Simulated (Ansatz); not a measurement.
Consider the substitution at a C–C bond: `CCCCCCCS` + `CCS` → `CCSCS` + `CCCCCC`.

Gas-phase electronic energies from Ansatz, PBE0-D4/def2-TZVP geometries. CCSD(T)/CBS adds triple-zeta CCSD(T) − MP2 to the extrapolated MP2 energy (def2 sets, frozen cores). DFT in def2-TZVPP. B3LYP here is the variant with VWN-RPA as its local correlation; programs differ in this. One conformer a species, not always the lowest.

```tsv
level	ΔE (eV)
B3LYP-D4	0.09
ωB97X-V	0.13
PBE0	0.12
HF/def2-TZVPP	0.20
```

(1) What does CCSD(T)/CBS give? (Estimate.)

Largest T1 diagnostic among the species: 0.010.

## Answers

(1) The calculation gave: +0.11 eV. The listed levels differ from it by -0.02, 0.02, 0.01, 0.09 eV.

In def2-TZVPP, CCSD(T) changes the Hartree–Fock value by −0.05 eV (the triples alone add −0.02 eV) and MP2 by −0.09 eV. The D4 term adds −0.04 eV with B3LYP and −0.02 eV with PBE0; it sums over pairs of atoms, weighted by their polarisabilities, and B3LYP, whose exchange is more repulsive, gets the larger term.
